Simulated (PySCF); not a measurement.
# Static response to an electric field

Species: (HMg-mu-F)2.
Cartesian coordinates in Å at the PBE0-D3(BJ)/def2-SVP level; atoms count from 1:
```xyz
6
F2H2Mg2 angstrom
Mg    -0.171   -1.445    0.168
H     -0.366   -3.114    0.366
F     -1.024    0.039   -0.699
Mg     0.168    1.445   -0.171
H      0.370    3.114   -0.360
F      1.022   -0.039    0.697
```

Level: CAM-B3LYP/def2-SVPD (PySCF), static field, nuclei fixed, core orbitals frozen in the response. The polarisability tensor in these axes (au):

```
x   45.62  1.15 -0.63
y    1.15 55.70 -1.08
z   -0.63 -1.08 46.01
```

Q: Diagonalise the tensor; give its mean and Δα, where Δα² is half the sum of the squared differences of the eigenvalues.

A: Principal values 45.15, 46.23 and 55.96 au; mean 49.11 au = 7.28 Å³ = 8.10 × 10⁻⁴⁰ C²·m²/J; Δα = 10.32 au (21 % of the mean).

Q: What is the dipole moment?

A: 0.03 D; point group D2h allows none, and the residue is numerical.

Q: Give the principal axes and the span of the nuclei along them.

A: Largest value along (0.12, 0.99, -0.11), where the nuclei span 6.31 Å; middle along (-0.55, 0.16, 0.82), 0.00 Å; least along (0.83, -0.03, 0.56), 2.48 Å. The strongest response lies along the longest span, while the other two are in reverse order.

Q: What would n − 1 = 2πNα be for an ideal gas of these molecules at 400 K and 1 atm, electronic part alone?

A: N = p/kT = 1.8347 × 10¹⁹ cm⁻³, so n − 1 = 2π × N × 7.28 × 10⁻²⁴ cm³ = 839 × 10⁻⁶ at long wavelengths, for an ideal gas.

Q: Traceless (Buckingham) quadrupole moment about the centre of nuclear charge: eigenvalues?

A: -19.05, 2.80, 16.25 D·Å. The electronic extent ⟨r²⟩ about the same centre is 438 bohr², a root-mean-square distance of 1.67 Å for the 44 electrons.

Q: Estimate the molar refractivity from the static electronic polarisability.

A: Lorentz–Lorenz: R = (4π/3)N_A α = 2.5225 cm³/(mol·Å³) × 7.28 Å³ = 18.4 cm³/mol, in the limit of long wavelengths.

Q: Rayleigh depolarisation ratio (linearly polarised light, static tensor)?

A: ρ = 3Δα²/(45ᾱ² + 4Δα²) = 319.3/(108534 + 425.7) = 0.00293.

The structure is a single PBE0-D3(BJ)/def2-SVP conformer in the gas phase; no vibrational or solvent corrections.
